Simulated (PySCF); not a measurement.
SMILES CC[CH2][In]([CH2]CC)[F] (C6H14FIn), GFN2-xTB optimised geometry.

```
22

In    -0.25     0.00     0.00
F      1.75     0.00     0.00
C     -0.96    -2.18     0.00
C      0.20    -3.10     0.28
C     -0.24    -4.57     0.23
H     -1.40    -2.36    -0.98
H     -1.74    -2.26     0.75
H      0.99    -2.94    -0.46
H      0.62    -2.88     1.27
H     -1.01    -4.75     0.98
H      0.60    -5.22     0.44
H     -0.63    -4.81    -0.75
C     -0.96     2.17     0.00
C      0.20     3.10    -0.29
C     -0.25     4.56    -0.25
H     -1.39     2.36     0.99
H     -1.75     2.25    -0.75
H      0.99     2.94     0.44
H      0.61     2.88    -1.28
H     -1.03     4.75    -0.99
H      0.59     5.22    -0.47
H     -0.64     4.82     0.73
```

Density from CAM-B3LYP/def2-SVP, def2 effective core potentials past Kr in PySCF 2.14.0 at that geometry. The core electrons that the potentials of In replace are not part of the density.

Minimum of the electron density along straight lines between bonded atoms, close to the bond critical point (lines longer than 1.1 times the sum of covalent radii, or with two minima, are not listed):

```csv
bond,length / Å,ρ at the minimum / e bohr⁻³,∇²ρ there / e bohr⁻⁵,position (fraction from the first atom)
In1–F2,2.003,0.090,0.60,0.52
In1–C3,2.288,0.079,0.11,0.51
C3–C4,1.514,0.249,-0.58,0.51
C4–C5,1.529,0.244,-0.57,0.50
C3–H6,1.091,0.273,-0.99,0.63
C3–H7,1.091,0.274,-0.99,0.63
C4–H8,1.094,0.277,-1.02,0.63
C4–H9,1.095,0.276,-1.01,0.62
C5–H10,1.089,0.276,-1.01,0.63
C5–H11,1.088,0.277,-1.02,0.63
C5–H12,1.088,0.276,-1.02,0.63
In1–C13,2.289,0.079,0.11,0.51
C13–C14,1.514,0.249,-0.58,0.51
C14–C15,1.529,0.244,-0.57,0.50
C13–H16,1.091,0.273,-0.99,0.63
C13–H17,1.091,0.274,-0.99,0.63
C14–H18,1.094,0.277,-1.02,0.63
C14–H19,1.095,0.276,-1.01,0.62
C15–H20,1.089,0.276,-1.01,0.63
C15–H21,1.088,0.277,-1.02,0.63
C15–H22,1.088,0.276,-1.02,0.63
```
